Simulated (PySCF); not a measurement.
CHF₂O₃S, SMILES O=S([C](F)F)(O)=O, multiplicity 2. Atoms are numbered in the order given.

```xyz
8

O     -1.3311     0.0993    -1.2764
S     -0.7071     0.0793     0.0382
O     -1.2832    -0.5202     1.2217
O     -0.3079     1.6209     0.4358
C      0.9277    -0.6837    -0.1836
F      1.6296    -0.8365     0.9178
F      1.6436    -0.1540    -1.1591
H     -0.3335     2.1479    -0.3867
```
Charge 0, spin multiplicity 2.

Geometry optimised at TPSSh-D3(BJ)/def2-SVP. The isomer is the one that the SMILES or the coordinates give; other isomers of the formula were not compared. Other conformers were not sampled.

Level of theory: B3LYP/pcH-1 (PySCF).

Unrestricted Kohn–Sham, ⟨S²⟩ = 0.753. Hyperfine tensors hold the contact and dipolar terms, without spin-orbit corrections.

Computed hyperfine couplings:
```json
[
 {"nucleus": "17O no. 1", "A(iso) (MHz)": "0.2", "A(iso) (G)": "0.1", "dipolar principal values (MHz)": "-3.7, 0.6, 3.1"},
 {"nucleus": "33S no. 2", "A(iso) (MHz)": "55.5", "A(iso) (G)": "19.8", "dipolar principal values (MHz)": "-6.4, -4.6, 11.0"},
 {"nucleus": "17O no. 3", "A(iso) (MHz)": "-0.3", "A(iso) (G)": "-0.1", "dipolar principal values (MHz)": "-5.7, 1.6, 4.1"},
 {"nucleus": "17O no. 4", "A(iso) (MHz)": "-14.4", "A(iso) (G)": "-5.1", "dipolar principal values (MHz)": "-19.9, 9.5, 10.4"},
 {"nucleus": "13C no. 5", "A(iso) (MHz)": "449.5", "A(iso) (G)": "160.4", "dipolar principal values (MHz)": "-73.1, -72.4, 145.5"},
 {"nucleus": "19F no. 6", "A(iso) (MHz)": "213.1", "A(iso) (G)": "76.0", "dipolar principal values (MHz)": "-244.7, -224.4, 469.1"},
 {"nucleus": "19F no. 7", "A(iso) (MHz)": "211.6", "A(iso) (G)": "75.5", "dipolar principal values (MHz)": "-234.0, -213.0, 447.0"},
 {"nucleus": "1H no. 8", "A(iso) (MHz)": "-2.8", "A(iso) (G)": "-1.0", "dipolar principal values (MHz)": "-6.0, -0.4, 6.4"}
]
```
